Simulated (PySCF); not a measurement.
## TDDFT excited states: C6H15P

C₆H₁₅P.
SMILES: `CCP(CC)CC`

Level of theory: TDDFT PBE0/def2-SVPD, vertical, gas phase, core orbitals frozen in the response (PySCF). One conformer (not necessarily the lowest) at the PBE0-D3(BJ)/def2-SVP geometry, without solvent, vibrations or thermal averaging. Torsions of this conformer, `[CH3:1][CH2:2][P:3]([CH2:4][CH3:5])[CH2:6][CH3:7]`: C1–C2–P3–C4 178°, C2–P3–C4–C5 77°, C2–P3–C6–C7 178°.

Q: Predict the UV-vis stick spectrum at this level.

A: 

```json
{"state": "S1", "E (eV)": "6.11", "ν̃ (cm⁻¹)": "49290", "f": "0.085", "symmetry": "E", "main configurations (H = HOMO, L = LUMO)": "H→L+1/L+2 (98%)"}
{"state": "S2", "E (eV)": "6.11", "ν̃ (cm⁻¹)": "49310", "f": "0.085", "symmetry": "E", "main configurations (H = HOMO, L = LUMO)": "H→L+1/L+2 (98%)"}
{"state": "S3", "E (eV)": "6.16", "ν̃ (cm⁻¹)": "49700", "f": "0.021", "symmetry": "A", "main configurations (H = HOMO, L = LUMO)": "H→L (99%)"}
{"state": "S4", "E (eV)": "6.80", "ν̃ (cm⁻¹)": "54830", "f": "0.153", "symmetry": "A", "main configurations (H = HOMO, L = LUMO)": "H→L+3 (99%)"}
{"state": "S5", "E (eV)": "6.96", "ν̃ (cm⁻¹)": "56100", "f": "0.033", "symmetry": "E", "main configurations (H = HOMO, L = LUMO)": "H→L+4 (93%)"}
{"state": "S6", "E (eV)": "6.96", "ν̃ (cm⁻¹)": "56170", "f": "0.033", "symmetry": "E", "main configurations (H = HOMO, L = LUMO)": "H→L+5 (93%)"}
{"state": "S7", "E (eV)": "7.50", "ν̃ (cm⁻¹)": "60490", "f": "0.0050", "symmetry": "E", "main configurations (H = HOMO, L = LUMO)": "H→L+6 (94%)"}
{"state": "S8", "E (eV)": "7.50", "ν̃ (cm⁻¹)": "60500", "f": "0.0051", "symmetry": "E", "main configurations (H = HOMO, L = LUMO)": "H→L+7 (94%)"}
{"state": "S9", "E (eV)": "7.81", "ν̃ (cm⁻¹)": "63030", "f": "0.081", "symmetry": "A", "main configurations (H = HOMO, L = LUMO)": "H→L+8 (57%), H→L+9 (38%)"}
{"state": "S10", "E (eV)": "8.03", "ν̃ (cm⁻¹)": "64750", "f": "0.0032", "symmetry": "A", "main configurations (H = HOMO, L = LUMO)": "H→L+9 (53%), H→L+8 (40%)"}
```

Triplets, Tamm–Dancoff:

| state | E (eV) | λ (nm) | main configurations (H = HOMO, L = LUMO) |
| --- | --- | --- | --- |
| T1 | 5.23 | 237.3 | H→L+1/L+2 (≥62%), H→L+4 (26%) |
| T2 | 5.23 | 237.1 | H→L+1/L+2 (≥62%), H→L+5 (26%) |
| T3 | 5.97 | 207.6 | H→L (97%) |

The lowest singlet level (S1/S2) lies at 6.11 eV (203 nm, ultraviolet) and is strong. The lowest level is also the most intense of those listed (f = 0.171 summed). S1/S2, S5/S6 and S7/S8 lie within about 0.01 eV of each other in each set; the point group C3 has degenerate representations, and within a degenerate level the listed configurations can mix freely. Löwdin shares by element: HOMO phosphorus 59%, carbon 30% or more; LUMO (one of a set within 0.03 eV) carbon 31% or more (atoms not listed hold the other 69%). The oscillator strengths of these states sum to 0.503; summed over the whole spectrum of an exact calculation they would give the number of electrons, 66 (Thomas–Reiche–Kuhn). Orbital energies (eV): HOMO-3 -9.64, HOMO-2 -8.43, HOMO-1 -8.43, HOMO -6.26, LUMO 0.82, LUMO+1 0.84, LUMO+2 0.84. Of the 10 states listed, 7 reach f = 0.01 and none stays under 0.0005. The vertical ionisation energy (ΔSCF) is 8.13 eV, 0.10 eV above S10. Symmetry labels in C3 follow from the direction of the transition dipole and are given only for states with f of 0.002 or more. Orbitals of the list HOMO-3 to LUMO+2 that lie within 0.01 eV of each other are written together with a slash and their weights summed (≥ marks a lower bound); for degenerate orbitals outside that list single weights are arbitrary. Singlets were solved by full linear response, triplets in the Tamm–Dancoff approximation.
